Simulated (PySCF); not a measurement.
Fill in the blanks.

Species: C2H10AsBN2.
Cartesian coordinates in Å at the PBE0-D3(BJ)/def2-SVP level; atoms count from 1:
```xyz
16
C2H10AsBN2 angstrom
C     -1.2364   -1.5196   -0.1602
N     -0.7533   -0.1648   -0.1290
C     -1.8161    0.8051   -0.0812
B      0.6197    0.1948   -0.1824
N      1.0563    1.5334   -0.3043
As     2.0600   -1.2881   -0.2078
H     -1.8878   -1.6987   -1.0367
H     -1.8285   -1.7620    0.7426
H     -0.4062   -2.2361   -0.2205
H     -2.5246    0.5722    0.7349
H     -1.4284    1.8143    0.1111
H     -2.3992    0.8358   -1.0217
H      0.4422    2.3254   -0.4370
H      2.0326    1.7831   -0.2659
H      1.7950   -1.7699    1.2151
H      3.1959   -0.3719    0.2373
```

```csv
property,level,value
"rotational constants A, B, C",PBE0-D3(BJ)/def2-SVP,"3.738, 1.311, 0.992 GHz"
dipole moment,B3LYP/def2-SVPD,2.46 D
HOMO energy,B3LYP/def2-SVPD,-6.24 eV
LUMO energy,B3LYP/def2-SVPD,?
lowest singlet excitation,TDDFT B3LYP/def2-SVPD,"5.27 eV (235 nm, f = 0.034)"
strongest line among the 10 lowest singlet transitions,TDDFT B3LYP/def2-SVPD,?
lowest triplet excitation (Tamm–Dancoff),TDA B3LYP/def2-SVPD,?
static isotropic polarisability,B3LYP/def2-SVPD,92.4 au
vertical ionisation energy,ΔSCF B3LYP/def2-SVPD,8.16 eV
electronic spatial extent ⟨r²⟩ about the centre of nuclear charge,B3LYP/def2-SVPD,?
13C chemical shifts (computed TMS as zero) by class,GIAO PBE0/pcSseg-1,?
1H chemical shifts (computed TMS as zero) by class,GIAO PBE0/pcSseg-1,"2.54 (H7/H8/H9/H10/H11/H12), 2.44 (H13/H14), 1.90 (H15/H16) ppm"
"isotropic shieldings of nuclei other than C and H, by class",GIAO PBE0/pcSseg-1,?
largest of the computed one-bond spin–spin couplings (means over like bonds),"B3LYP/pcJ-1 (pcSseg-1 on As), spin–dipole term left out for some pairs","13C–1H +139.3 (C1–H7 and 5 like it), 15N–1H -87.0 (N5–H13 and 1 like it), 15N–11B -35.4 (N2–B4), 15N–11B -33.9 (N5–B4), 15N–13C -12.1 (N2–C1 and 1 like it) Hz"
```

Gas-phase values; electronic properties from PySCF, density fitting. The structure is a single PBE0-D3(BJ)/def2-SVP conformer in the gas phase; no vibrational or solvent corrections. The calculation is non-relativistic and has no spin–orbit coupling, an omission that weighs most on arsenic. Atoms bound to As lack the heavy atom's spin–orbit term in their shielding, so their NMR values are less reliable. NMR classes are plain means over equivalent atoms (diastereotopic ones count apart unless rotation or inversion swaps them), as if these changed places fast; in this geometry the members of some classes differ.

Q: Give the isotropic shieldings of nuclei other than C and H, by class.

A: 70 (B4), 185 (N2), 188 (N5), 1863 (As6) ppm.

Q: What are the 13C chemical shifts (computed TMS as zero) by class?

A: 39.4 (C1/C3) ppm.

Q: Give the strongest line among the 10 lowest singlet transitions.

A: S8 at 6.63 eV (187 nm, f = 0.184).

Q: What is the lowest triplet excitation (Tamm–Dancoff)?

A: 5.09 eV.

Q: Give the electronic spatial extent ⟨r²⟩ about the centre of nuclear charge.

A: 1145 bohr².

Q: What is the LUMO energy?

A: -0.12 eV.

The polarisability is 13.69 Å³ as a volume (1 au = 0.148185 Å³), or 1.25 au for each of the 74 electrons. With B = h/(8π²I), that is 505.379 GHz u Å² over I, the principal moments of inertia are 135.2, 385.4 and 509.3 u Å² (most abundant isotopes). The vertical singlet–triplet gap S1 − T1 is 0.18 eV (TDDFT singlet less Tamm–Dancoff triplet; S1: HOMO→LUMO, weight 0.98; T1: HOMO→LUMO, weight 0.82). The principal polarisabilities are 72.8, 94.7 and 109.7 au; their mean is the isotropic value. The rotational constants make it an asymmetric top with κ = (2B − A − C)/(A − C) = -0.77, nearer the prolate limit (−1). In atomic units the dipole is 0.97 e·bohr (1 au = 2.5417 D).
